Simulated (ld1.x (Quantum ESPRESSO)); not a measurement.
# Pseudopotential generation for Te (Z = 52): PAW, PBE, scalar-relativistic.

ld1.x (Quantum ESPRESSO) 7.5 input, shortened:

```
&input
   title='Te', zed=52., rel=1, dft='PBE', iswitch=3,
   config='[Kr] 4d10 5s1 5p5'
 /
 &inputp
   pseudotype=3, lpaw=.true., tm=.true., lloc=-1, rcloc=0.90,
   nlcc=.true., new_core_ps=.true., rcore=0.55,
   which_augfun='PSQ', rmatch_augfun_nc=.true.
 /
6
5S  1  0   1.00   0.00  1.25  1.70  0.0
5S  1  0   0.00  -0.80  1.25  1.70  0.0
5P  2  1   5.00   0.00  1.45  2.00  0.0
5P  2  1   0.00   0.05  1.45  2.00  0.0
4D  3  2  10.00   0.00  0.90  1.10  0.0
4D  3  2   0.00  -2.65  0.90  1.10  0.0
 &test
   configts(1)='4d10 5s1 5p5'
 /
```

Calculated quality:

* Cutoffs needed: 120 Ry and 230 Ry (the cutoffs (Ry, on a coarse ladder) from which the occupation-weighted sum of valence levels, in a spherical-Bessel basis at the reference potential, stays within 10 and 1 mRy of its value at 400 Ry)
* Ghost test: ghost states, extra bound levels that the all-electron valence spectrum of the same l lacks: s at -446.7 eV, p at -266.1 eV; a true bound ghost makes a file unfit for plane-wave use (spherical-Bessel basis up to 400 Ry, 20 bohr box)
* Largest excitation error: -14 meV (all-electron minus pseudo) for 4d10 5s2 5p1, out of 7 test configurations
* Lowest eigenvalue of the overlap operator: 0.35 (p channel)
* Density cutoff estimated by the generator: 476 Ry

Generation and tests took about 2 s on one core of a shared server CPU.
